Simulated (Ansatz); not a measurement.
`N[SiH2]N[SiH](N)F` + `[CH3][AlH][TeH]` → `N[SiH2][AlH][TeH]` + `CN[SiH](N)F`  (redistribution)

Isolated molecules relaxed with PBE0-D4/def2-TZVP in Ansatz; ΔE leaves out vibrations. CBS: MP2 limit from def2 TZ/QZ plus the TZ coupled-cluster correction, frozen cores. DFT in def2-TZVPP. B3LYP here is the variant with VWN-RPA as its local correlation; programs differ in this. Elements past krypton have def2 core potentials. For Te outer-core shells are correlated without core-valence functions, which leaves a few kJ/mol of doubt a bond. Each species was taken in one conformer, which may not be the lowest.

`N[SiH2]N[SiH](N)F`:

```xyz
14

N    -0.228    0.916    1.748
Si   -0.352    1.490    0.124
N     0.606    0.506   -0.918
Si    0.503   -1.181   -1.189
N    -0.258   -1.845    0.164
F    -0.362   -1.571   -2.481
H     0.650    0.999    2.237
H    -0.998    1.103    2.373
H     0.156    2.875   -0.091
H    -1.806    1.445   -0.168
H     1.301    1.001   -1.458
H     1.851   -1.690   -1.533
H    -0.317   -1.326    1.027
H    -0.746   -2.722    0.166
```

`[CH3][AlH][TeH]`:

Z-matrix (Å, degrees):
```
C
Al 1 1.947
H 1 1.092 2 113.0
H 1 1.095 2 110.5 3 121.1
H 1 1.095 2 110.4 3 -121.1
Te 2 2.533 1 118.5 3 -0.3
H 2 1.584 1 123.8 3 179.7
H 6 1.657 2 91.2 1 179.9
```

`N[SiH2][AlH][TeH]`:

```xyz
10

N     0.065   -2.288    0.427
Si    0.013   -0.649    0.998
Al    0.312    1.123   -0.695
Te   -1.251    3.116   -0.597
H     0.935   -2.646    0.066
H    -0.704   -2.626   -0.131
H     1.081   -0.512    2.033
H    -1.304   -0.468    1.675
H     1.379    1.113   -1.874
H    -0.526    3.837   -1.902
```

`CN[SiH](N)F`:

```xyz
12

C     1.137   -1.066   -1.146
N     0.720   -0.027   -0.230
Si   -0.764    0.044    0.580
N    -1.037    1.659    1.037
F    -0.860   -0.758    1.967
H     1.630   -0.646   -2.028
H     0.260   -1.615   -1.496
H     1.817   -1.792   -0.686
H     1.472    0.552    0.110
H    -1.746   -0.635   -0.301
H    -1.617    1.878    1.829
H    -1.011    2.407    0.365
```

```csv
level,ΔE (kcal/mol),difference from CCSD(T)/CBS
PBE-D4,34.5,-5.5
r2SCAN-D4,39.5,-0.5
PBE0-D4,36.3,-3.7
B3LYP-D4,39.0,-1.0
ωB97X-V,38.7,-1.3
ωB97M-V,41.8,1.8
B2PLYP,39.6,-0.4
PBE,33.4,-6.6
r2SCAN,39.2,-0.8
PBE0,35.4,-4.6
B3LYP,37.2,-2.8
HF/def2-TZVPP,39.2,-0.8
MP2/def2-TZVPP,42.9,2.9
SCS-MP2/def2-TZVPP,41.2,1.2
CCSD/def2-TZVPP,39.6,-0.4
CCSD(T)/def2-TZVPP,39.6,-0.4
HF/def2-QZVPP,39.4,-0.6
MP2/def2-QZVPP,43.2,3.2
SCS-MP2/def2-QZVPP,41.5,1.5
HF/CBS(def2),39.5,-0.5
MP2/CBS(def2),43.4,3.4
CCSD/CBS(def2),40.0,0.0
CCSD(T)/CBS,40.0,0
```

Largest T1 diagnostic among the species: 0.012.

From PBE to PBE0 (25 % exact exchange), in def2-TZVPP and without D4, ΔE moves by +2.0 kcal/mol. The D4 term adds +1.8 kcal/mol with B3LYP and +1.0 kcal/mol with PBE0; it sums over pairs of atoms, weighted by their polarisabilities, and B3LYP, whose exchange is more repulsive, gets the larger term.
